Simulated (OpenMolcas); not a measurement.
## Ru5+: moving or changing the point charges

Ru5+ among 2 point charges of -3 e arranged as a linear pair (D∞h), 1.82 Å from the ion.

```json
{"Program": "OpenMolcas", "Method": "CASSCF", "Basis": "ANO-RCC-VDZP [6s5p3d1f]", "Scalar Hamiltonian": "DKH2, point nucleus", "Active space": "3 electrons in 5 orbitals (4d)", "State averaging": "2S+1 = 4 even, 10 roots; 2S+1 = 2 even, 40 roots", "Spin-orbit coupling": "state interaction with AMFI integrals over the reference wave functions"}
```

Runs around this geometry, states (labels by Λ). Energies in cm-1 above the lowest state or level, χT in cm3 K/mol.

```json
{"R (Å)": "1.82", "q (e)": "-2.4", "Ground state": "4Π", "First state of that spin": "4Σ 5736", "First gap with spin-orbit (degeneracies)": "528.2 (2, 2)", "χT at 300 K": "0.640", "First state of another spin": "2Δ 12395"}
{"R (Å)": "1.66", "q (e)": "-3", "Ground state": "4Π", "First state of that spin": "4Σ 10755", "First gap with spin-orbit (degeneracies)": "258.1 (2, 2)", "χT at 300 K": "1.041", "First state of another spin": "2Δ 3042"}
{"R (Å)": "1.82", "q (e)": "-3", "Ground state": "4Π", "First state of that spin": "4Σ 7144", "First gap with spin-orbit (degeneracies)": "402.7 (2, 2)", "χT at 300 K": "0.802", "First state of another spin": "2Δ 8619"}
{"R (Å)": "2.03", "q (e)": "-3", "Ground state": "4Π", "First state of that spin": "4Σ 3986", "First gap with spin-orbit (degeneracies)": "722.4 (2, 2)", "χT at 300 K": "0.488", "First state of another spin": "2Δ 13312"}
```

Taking the first state of the same spin as R^-n, n = -ln(3986 / 10755) / ln(2.03 / 1.66) = 4.9 between the shortest and longest distance.

Scaling the charges by -2.4 / -3 = 0.80 scales the first state of the same spin by 5736 / 7144 = 0.80; with fixed orbitals a first-order splitting would follow the charge.

Without dynamic correlation the repulsion within the d shell is too large (B by tens of per cent), so at a given field states of lower spin stand too high. This is an electrostatic model: the charges have no orbitals. No measured value stands beside these numbers.
